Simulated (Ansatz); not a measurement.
Consider the ligand exchange at the Si–Cl bond: `N#C[Si](Cl)(Cl)Cl` + H–F → `N#C[Si](F)(Cl)Cl` + HCl.

Program: Ansatz. Geometries: PBE0-D4/def2-TZVP. ΔE: electronic, gas phase. CBS: MP2 limit from def2 TZ/QZ plus the TZ coupled-cluster correction, frozen cores. This one scheme is used for every species. DFT in def2-TZVPP.

CCSD(T)/CBS gives -10.9 kcal/mol.

Problem. Another level gave -12.5 kcal/mol. Which?
A. BHLYP-D4/def2-TZVPP
B. PBE-D4/def2-TZVPP
C. PBE/def2-TZVPP
D. CAM-B3LYP/def2-TZVPP

Solution. A. BHLYP-D4 -12.5, CAM-B3LYP -14.6, PBE -10.6, PBE-D4 -9.5 kcal/mol.

Largest T1 diagnostic among the species: 0.012.

Leaving LDA and LC-ωPBE aside and taking each functional with its dispersion term where it has one, the values, not all of them listed here, spread over 4.9 kcal/mol, from CAM-B3LYP-D4 to revPBE-D4. In def2-TZVPP, CCSD(T) changes the Hartree–Fock value by +3.5 kcal/mol (the triples alone add +0.8 kcal/mol) and MP2 by +5.6 kcal/mol. The D4 term adds +1.8 kcal/mol with B3LYP and +1.0 kcal/mol with PBE0; it sums over pairs of atoms, weighted by their polarisabilities, and B3LYP, whose exchange is more repulsive, gets the larger term.

B3LYP here is the variant with VWN-RPA as its local correlation; programs differ in this.
